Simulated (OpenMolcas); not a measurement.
## Kr3+: Slater's ratio, worked from levels

```yaml
Program: OpenMolcas 26.06
Basis: ANO-RCC-VTZP [6s5p3d1f]
Scalar_Hamiltonian: DKH2, point nucleus
Active_space: 5 electrons in 9 orbitals (RAS2 4s 4p; RAS3 4d, at most 2 electrons)
State_averaging: 2S+1 = 4 odd, 1 root; 2S+1 = 2 odd, 11 roots; 2S+1 = 4 even, 3 roots; 2S+1 = 2 even, 9 roots
Spin-orbit_coupling: RASSI with atomic mean-field integrals over the reference wave functions, term energies averaged over their components
```

Methods: RASSCF; MS-RASPT2, IPEA 0.25 Eh, imaginary shift 0.1 Eh (closed shells correlated: 3d). Measured levels: Saloman, J. Phys. Chem. Ref. Data 36, 215 (2007).

**Slater's ratio.** With one set of orbitals, p3 has 2D* - 4S* = 9 F2 and 2P* - 2D* = 6 F2 (F2 = F²/25), a ratio of 2/3. Term energies are centres of gravity, weighted by 2J + 1.

```tsv
Source	2D* - 4S*	2P* - 4S*	F2 from the first	Ratio
RASSCF	22391	36740	2488	0.641
MS-RASPT2	19257	33851	2140	0.758
measured	18035	32623	2004	0.809
```

Energies in cm-1. A ratio away from 2/3 shows effects beyond one configuration with one set of orbitals, and in heavier atoms second-order spin-orbit shifts.

The run also gave levels led by 4s2 4p2 4d, which use shells meant for correlation; these and all levels above them are left out. Measured partners are found by configuration, term and J. A level has none where our copy of the source lacks it or the pairing is in doubt (some pairs that miss far off the trend of their configuration count as doubtful), and it then counts in no deviation. Only configurations of the active space appear.

* marks odd parity.
